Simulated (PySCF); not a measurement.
## Gas-phase XPS of Cu(AsH3)H, computed

Species: Cu(AsH3)H (singlet state).
Cartesian coordinates in Å at the PBE0-D3(BJ)/def2-SVP level; atoms count from 1:
```
atom  x, y, z in Å
Cu1   -0.0005    0.0092   -1.6802
As2   -0.0036   -0.0084    0.6473
H3     0.8185   -1.0249    1.4076
H4    -1.2903   -0.2119    1.4156
H5     0.4684    1.2082    1.4118
H6     0.0075    0.0279   -3.2022
```

Method: delta-SCF UKS SCAN, pcX-2 on the ionised atom (unc-x2c-TZVPall on a metal), pcseg-1 elsewhere, spin-free X2C in PySCF 2.14.0. Each binding energy is the total energy of the core-ionised species, with the hole localised on one atom, minus that of the ground state; both are solved self-consistently, so orbital relaxation is included.

**Question.** List the computed XPS lines with their assignment.

**Answer.** 
```csv
atom(s),bonded to,level,binding energy (eV),2p1/2 (eV),count
Cu1,H and As,Cu 2p3/2,937.83,958.49,1
```

**Question.** What is the longest wavelength that can ionise Cu 2p3/2 of Cu1 vertically?

**Answer.** λ = hc/E = 12398.42 eV Å / 937.83 eV = 13.220 Å.

**Question.** Which photon energy gives electrons from Cu 2p3/2 of Cu1 a kinetic energy of 100 eV, and what is their de Broglie wavelength?

**Answer.** hν = 937.83 + 100 = 1037.83 eV, recoil neglected; λ = 12.264 Å/√(E/eV) = 1.23 Å.

2p3/2 and 2p1/2 are the ΔSCF energy of one spin-free 2p hole plus the eigenvalues of a spin–orbit and ligand-field matrix of the shell. 2p1/2 minus 2p3/2 (ligand field included): Cu 20.65 eV. Satellites of the metal's 2p lines aren't described. No level of arsenic is listed. Geometry: PBE0-D3(BJ)/def2-SVP; no solvent, vibrations or thermal averaging. Metal 2p energies of this one-determinant scheme are less reliable than its 1s energies.

Time: 5.6 s wall. Hardware: x86-64 server, one thread (shared host).
